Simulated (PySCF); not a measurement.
## Ionisation energy of Pd⁴⁰⁺ by level of theory

Pd⁴⁰⁺ [He] 2s2 2p2 (3P) → Pd⁴¹⁺ [He] 2s2 2p1 (2P), as a difference of total energies. Computed with PySCF 2.14 in an even-tempered Gaussian basis (17 s from 16 bohr⁻², ratio 2.2; 10 p from 21 bohr⁻², ratio 2.2; 6 d from 83 bohr⁻², ratio 2.4; 5 f from 120 bohr⁻², ratio 2.4; 4 g from 190 bohr⁻², ratio 2.4), with no relativity, point nucleus. Correlated levels: nothing frozen; virtual orbitals above 40 to 60 times the deepest correlated orbital energy dropped. The calculations carry no spin-orbit coupling.

| method | ionisation energy (eV) |
| --- | --- |
| UHF | 6073.6 |
| LDA | 6069.6 |
| PBE | 6072.2 |
| PBE0 | 6072.8 |
| r2SCAN | 6075.7 |
| M06-L | 6075.0 |
| r2SCANh | 6075.6 |
| MP2 (all electrons) | 6072.4 |
| SCS-MP2 (all electrons) | 6071.8 |

Spin-orbit coupling is strong in these open shells (close to jj coupling). The scalar numbers leave it out and a first-order estimate fails, so it can dominate the gap to the real levels.

The gap to the reference is mostly relativistic.

For comparison: 6242 ± 7 eV (semi-empirical (NIST evaluation); NIST Atomic Spectra Database, ionization energies).
